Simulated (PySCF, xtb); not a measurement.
ClGe, SMILES [Cl][Ge] (connectivity only; charge and spin as stated), charge +1, multiplicity 1.

GFN2-xTB in xtb 6.7.1 at its own geometry gives an orbital gap of 4.22 eV.

Geometry: B3LYP-D3(BJ)/def2-TZVP. The multiplicity is an assumed one; other spin states were not compared.

Q: What does HF/def2-TZVPD in PySCF give? (Estimate from the structure and the level; the computed values follow.)

A: gap 12.25 eV (levels -18.58 and -6.33 eV).
